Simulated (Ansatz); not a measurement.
C₂H₇IO₂Si, SMILES `CO[SiH](I)OC` at its PBE0-D4/def2-TZVP geometry, where that method's forces vanish. Total charge 0; spin multiplicity 1. I: def2 effective core potential.

```xyz
13

C     1.1254   -1.0783    1.7286
O     0.6084   -0.0625    0.8977
Si   -0.9069    0.0742    0.3310
I    -1.5348   -2.0633   -0.7094
O    -0.9633    1.2715   -0.7513
C    -0.2077    1.3527   -1.9433
H     0.6325   -1.0803    2.7058
H     1.0017   -2.0629    1.2675
H     2.1887   -0.8847    1.8730
H    -1.8961    0.3806    1.3798
H     0.8631    1.3856   -1.7261
H    -0.4963    2.2691   -2.4585
H    -0.4147    0.4984   -2.5950
```

What forces (eV/Å) does PBE-D4/def2-TZVPP give on these atoms in the Gaussian-basis code of Ansatz? (Best estimate.)

Ansatz gave: 
```
C1   0.085 -0.155  0.140
O2   0.354  0.328 -0.084
Si3 -0.342 -0.270  0.132
I4  -0.069 -0.216 -0.101
O5  -0.298  0.423  0.066
C6   0.124  0.019 -0.195
H7  -0.093 -0.021  0.220
H8  -0.022 -0.228 -0.086
H9   0.236  0.030  0.041
H10 -0.127  0.067  0.121
H11  0.237  0.009  0.022
H12 -0.053  0.196 -0.123
H13 -0.032 -0.182 -0.154
```
